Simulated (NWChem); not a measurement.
System: C₂H₇BFN; SMILES CN(C)BF

Input file for NWChem:

```
start job
memory heap 200 mb stack 900 mb global 1100 mb
geometry units angstroms noautosym nocenter noautoz
  B      0.725097     0.841842     0.000000
  H      1.932808     0.892452     0.000000
  F      0.027574     1.985002     0.000000
  N      0.052398    -0.382379     0.000000
  C     -1.387316    -0.481750     0.000000
  C      0.753916    -1.640808     0.000000
  H     -1.750389    -1.024853    -0.890972
  H     -1.750389    -1.024853     0.890972
  H     -1.831744     0.521472     0.000000
  H      0.499885    -2.243903     0.890557
  H      0.499885    -2.243903    -0.890557
  H      1.838400    -1.468295     0.000000
end
basis spherical
  * library 6-31+g*
end
dft
  xc pbe0
  iterations 150
end
property
  response 1 0.0
end
task dft property
```

Parts of the log:

```
             Northwest Computational Chemistry Package (NWChem) 7.3.0
             --------------------------------------------------------

                             Geometry "geometry" -> ""
                             -------------------------

 Output coordinates in angstroms (scale by  1.889725989 to convert to a.u.)

  No.       Tag          Charge          X              Y              Z
 ---- ---------------- ---------- -------------- -------------- --------------
    1 B                    5.0000     0.72509700     0.84184200     0.00000000
    2 H                    1.0000     1.93280800     0.89245200     0.00000000
    3 F                    9.0000     0.02757400     1.98500200     0.00000000
    4 N                    7.0000     0.05239800    -0.38237900     0.00000000
    5 C                    6.0000    -1.38731600    -0.48175000     0.00000000
    6 C                    6.0000     0.75391600    -1.64080800     0.00000000
    7 H                    1.0000    -1.75038900    -1.02485300    -0.89097200
    8 H                    1.0000    -1.75038900    -1.02485300     0.89097200
    9 H                    1.0000    -1.83174400     0.52147200     0.00000000
   10 H                    1.0000     0.49988500    -2.24390300     0.89055700
   11 H                    1.0000     0.49988500    -2.24390300    -0.89055700
   12 H                    1.0000     1.83840000    -1.46829500     0.00000000

 Effective nuclear repulsion energy (a.u.)     174.2430911570

                              NWChem Property Module
                              ----------------------

                                 NWChem DFT Module
                                 -----------------

 Summary of "ao basis" -> "ao basis" (spherical)
 ------------------------------------------------------------------------------
       Tag                 Description            Shells   Functions and Types
 ---------------- ------------------------------  ------  ---------------------
 B                          6-31+g*                  8       18   4s3p1d
 H                          6-31+g*                  2        2   2s
 F                          6-31+g*                  8       18   4s3p1d
 N                          6-31+g*                  8       18   4s3p1d
 C                          6-31+g*                  8       18   4s3p1d

            General Information
            -------------------
          SCF calculation type: DFT
          Wavefunction type:  closed shell.
          No. of atoms     :    12
          No. of electrons :    40
           Alpha electrons :    20
            Beta electrons :    20
          Charge           :     0
          Spin multiplicity:     1
          Use of symmetry is: off; symmetry adaption is: off
          Maximum number of iterations: 150
          AO basis - number of functions:   104
                     number of shells:    54
          Convergence on energy requested:  1.00D-06
          Convergence on density requested:  1.00D-05
          Convergence on gradient requested:  5.00D-04

              XC Information
              --------------
                         PBE0 Method XC Functional
                     Hartree-Fock (Exact) Exchange  0.250
          PerdewBurkeErnzerhof Exchange Functional  0.750
            Perdew 1991 LDA Correlation Functional  1.000 local
           PerdewBurkeErnz. Correlation Functional  1.000 non-local

             Grid Information
             ----------------
          Grid used for XC integration:  medium
          Radial quadrature: Mura-Knowles
          Angular quadrature: Lebedev.
          Tag              B.-S. Rad. Rad. Pts. Rad. Cut. Ang. Pts.
          ---              ---------- --------- --------- ---------
          B                   0.85       49          12.0       434
          H                   0.35       45          12.0       434
          F                   0.50       49          12.0       434
          N                   0.65       49          10.0       434
          C                   0.70       49          13.0       434
          Grid pruning is: on
          Number of quadrature shells:   560
          Spatial weights used:  Erf1

      Superposition of Atomic Density Guess
      -------------------------------------

 Sum of atomic energies:        -257.01840706

      Non-variational initial energy
      ------------------------------

 Total energy =    -259.797053
 1-e energy   =    -694.788348
 2-e energy   =     260.748205
 HOMO         =      -0.295797
 LUMO         =       0.042179

   convergence    iter        energy       DeltaE   RMS-Dens  Diis-err
 ---------------- ----- ----------------- --------- --------- ---------
 d= 0,ls=0.0,diis     1   -259.6052873969 -4.34D+02  8.64D-03  5.58D-01
 d= 0,ls=0.0,diis     2   -259.6175763076 -1.23D-02  4.05D-03  6.35D-01
 d= 0,ls=0.0,diis     3   -259.6691822898 -5.16D-02  7.35D-04  2.86D-02
 d= 0,ls=0.0,diis     4   -259.6712194845 -2.04D-03  2.59D-04  2.08D-03
 d= 0,ls=0.0,diis     5   -259.6714166152 -1.97D-04  9.42D-05  2.34D-04
  Resetting Diis
 d= 0,ls=0.0,diis     6   -259.6714389389 -2.23D-05  2.90D-05  1.19D-05
 d= 0,ls=0.0,diis     7   -259.6714404350 -1.50D-06  1.15D-05  6.80D-07
 d= 0,ls=0.0,diis     8   -259.6714403848  5.02D-08  6.61D-06  1.09D-06

         Total DFT energy =     -259.671440384760
      One electron energy =     -699.250070639803
           Coulomb energy =      299.995379601962
    Exchange-Corr. energy =      -34.659840503872
 Nuclear repulsion energy =      174.243091156954

 Numeric. integr. density =       39.999993249780

                       DFT Final Molecular Orbital Analysis
                       ------------------------------------

 Vector   18  Occ=2.000000D+00  E=-3.944078D-01
              MO Center= -5.4D-01, -6.2D-01,  2.0D-09, r^2= 3.3D+00
   Bfn.  Coefficient  Atom+Function         Bfn.  Coefficient  Atom+Function
  ----- ------------  ---------------      ----- ------------  ---------------
    60      0.333172   5 C  py               77     -0.288647   6 C  px
    97      0.238326   9 H  s                64      0.188150   5 C  py
   103     -0.179544  12 H  s                98      0.177180   9 H  s
    81     -0.152336   6 C  px               59     -0.148520   5 C  px
    41      0.142160   4 N  px              104     -0.142574  12 H  s

 Vector   19  Occ=2.000000D+00  E=-3.522965D-01
              MO Center=  9.1D-01,  9.2D-01,  7.6D-10, r^2= 2.3D+00
   Bfn.  Coefficient  Atom+Function         Bfn.  Coefficient  Atom+Function
  ----- ------------  ---------------      ----- ------------  ---------------
    23      0.334570   3 F  px               20     -0.296697   2 H  s
     3     -0.292889   1 B  px               19     -0.260892   2 H  s
    27      0.223701   3 F  px               42      0.172668   4 N  py
    41      0.155383   4 N  px               44      0.135668   4 N  s
    59     -0.128628   5 C  px               24      0.119419   3 F  py

 Vector   20  Occ=2.000000D+00  E=-2.683168D-01
              MO Center= -2.9D-02, -4.7D-01, -9.8D-10, r^2= 2.4D+00
   Bfn.  Coefficient  Atom+Function         Bfn.  Coefficient  Atom+Function
  ----- ------------  ---------------      ----- ------------  ---------------
    43      0.495113   4 N  pz               47      0.392020   4 N  pz
     5      0.193968   1 B  pz              100     -0.157783  10 H  s
   102      0.157783  11 H  s                25     -0.153994   3 F  pz
    94      0.147628   7 H  s                96     -0.147628   8 H  s
    51      0.136676   4 N  pz               79     -0.124692   6 C  pz

 Vector   21  Occ=0.000000D+00  E= 1.099098D-02
              MO Center= -3.8D-01, -1.3D+00,  3.4D-08, r^2= 1.2D+01
   Bfn.  Coefficient  Atom+Function         Bfn.  Coefficient  Atom+Function
  ----- ------------  ---------------      ----- ------------  ---------------
    10      2.451767   1 B  s                12     -0.858944   1 B  py
    84     -0.664820   6 C  s                86     -0.603966   6 C  py
    66     -0.590039   5 C  s                11     -0.472443   1 B  px
    67     -0.474715   5 C  px               62     -0.403061   5 C  s
    80     -0.384166   6 C  s                68     -0.343987   5 C  py

 Vector   22  Occ=0.000000D+00  E= 1.498655D-02
              MO Center=  7.3D-01,  3.0D-01, -4.0D-08, r^2= 9.1D+00
   Bfn.  Coefficient  Atom+Function         Bfn.  Coefficient  Atom+Function
  ----- ------------  ---------------      ----- ------------  ---------------
    13      0.677657   1 B  pz               51     -0.513173   4 N  pz
     9      0.449100   1 B  pz               87      0.388537   6 C  pz
     5      0.278304   1 B  pz               47     -0.208893   4 N  pz
    69      0.207328   5 C  pz               43     -0.199624   4 N  pz
    33     -0.174137   3 F  pz               25     -0.160279   3 F  pz

[...]

 DFT Linear Response polarizability / au
 Frequency  =       0.0000000 / au
              X              Y              Z
 -----------------------------------------------
 X      48.4803514      3.3805838     -0.0000000
 Y       3.3805847     52.4038301     -0.0000001
 Z      -0.0000000     -0.0000000     36.4294154
 -----------------------------------------------
 Eigenvalues =      46.5335401     54.3506414     36.4294154
 Isotropic   =      45.7711990
 Anisotropic =      15.5623062
 -----------------------------------------------

 Magnetic Dipole Response Matrix (nonzero elements):

 Exiting AOResponse driver routine
```

Level: PBE0/6-31+G* (spherical d). Coordinates come from a PBE0/def2-SVP optimisation.
